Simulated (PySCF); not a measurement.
The first ionisation energy along group 10

All values are computed (PySCF 2.14, energy differences of UHF-based or UKS calculations, no spin-orbit coupling). Values in eV. The last column holds reference values (NIST; (s) semi-empirical, (t) theoretical, else measured). Unmarked ones compare directly (S terms, centres of terms, or small fine structure); those marked * lie between the lowest fine-structure levels and include a spin-orbit shift.

```csv
element,configurations,UHF,MP2 (valence),SCS-MP2 (valence),TPSS,reference
"Ni (cc-pVDZ, non-relativistic)",[Ar] 3d8 4s2 → [Ar] 3d9,7.673,6.399,6.646,7.174,7.640 *
"Pd (cc-pVDZ-PP with ECP28MDF, ECP)",[Kr] 4d10 → [Kr] 4d9,6.283,8.067,7.880,8.410,8.512
"Pt (cc-pVDZ-PP with ECP60MDF, ECP)",[Xe] 4f14 5d9 6s1 → [Xe] 4f14 5d9,7.577,8.666,8.491,9.167,8.959 *
```

"Valence" correlates the outer s and p shells and, in groups 3 to 12 and the f block, the outer d or f shell, open or full, or the next shell where the ion has no valence electron left; the wider scheme adds the next inner shell.
